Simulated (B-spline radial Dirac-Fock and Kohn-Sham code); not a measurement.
## In 2p3/2: cross section and angular parameters

System: the free indium atom, 1s2 2s2 2p6 3s2 3p6 3d10 4s2 4p6 4d10 5s2 5p1; threshold 3730.0 eV (tabulated edge). Level of theory: Dirac-Hartree-Slater photoionisation with a Latter tail; cross sections with all multipoles, angular parameters from the dipole term and its interference with E2; a radial atomic solver.

Input file task.json (cfg lists n, l and occupation; rrms is the nuclear radius in fm):

```json
{"items": [{
  "Z": 49,
  "q": 0,
  "cfg": [[1, 0, 2], [2, 0, 2], [2, 1, 6], [3, 0, 2], [3, 1, 6], [3, 2, 10], [4, 0, 2], [4, 1, 6], [4, 2, 10], [5, 0, 2], [5, 1, 1]],
  "A": 115,
  "rrms": 4.6156,
  "do": "xps",
  "hv": [65.5, 71.8, 74.4, 84.8, 91.4, 103.0, 150, 200, 220.0, 284.0, 322.0, 400, 800, 1000, 1330.0, 1540.0, 2984.4, 3970.0, 4930.0, 5260.0, 5600.0, 6120.0, 7300.0, 8090.0, 9251.7, 9740.0, 10400.0, 10700.0, 12000, 12800.0],
  "edges": {"K": 27940.0, "L1": 4238.0, "L2": 3938.0, "L3": 3730.0, "M1": 827.2, "M2": 703.2, "M3": 665.3, "M4": 451.4, "M5": 443.9, "N1": 122.9, "N2": 73.5, "N3": 73.5}
}]}
```

Command: `python xray2_run.py task.json out`

For linearly polarised light dσ/dΩ = σ/(4π) [1 + β P₂(cos θ) + (δ + γ cos²θ) sin θ cos φ], with θ from the polarisation vector and φ the angle between the beam and the projection of the electron momentum on the plane normal to the polarisation.

| hν (eV) | σ (kb) | β | γ | δ |
| --- | --- | --- | --- | --- |
| 3970 | 120 | 1.128 | -0.369 | -0.007 |
| 4930 | 67.4 | 1.449 | 0.045 | 0.030 |
| 5260 | 56.3 | 1.474 | 0.177 | 0.035 |
| 5600 | 47.3 | 1.487 | 0.302 | 0.039 |
| 6120 | 36.8 | 1.494 | 0.472 | 0.045 |
| 7300 | 22.1 | 1.481 | 0.790 | 0.056 |
| 8090 | 16.4 | 1.462 | 0.965 | 0.064 |
| 9251.7 | ? | ? | ? | ? |
| 9740 | 9.38 | 1.413 | 1.266 | 0.080 |
| 10400 | 7.69 | 1.392 | 1.367 | 0.086 |
| 10700 | 7.04 | 1.382 | 1.410 | 0.089 |
| 12000 | 4.95 | 1.339 | 1.576 | 0.103 |
| 12800 | 4.05 | 1.314 | 1.666 | 0.111 |

Question: Give the values at Ga Kα (9251.7 eV).

Answer: σ = 11.0 kb, β = 1.428, γ = 1.185, δ = 0.075.

Values without a named source are computed, but for edge energies of neutral atoms, which are taken from tables.
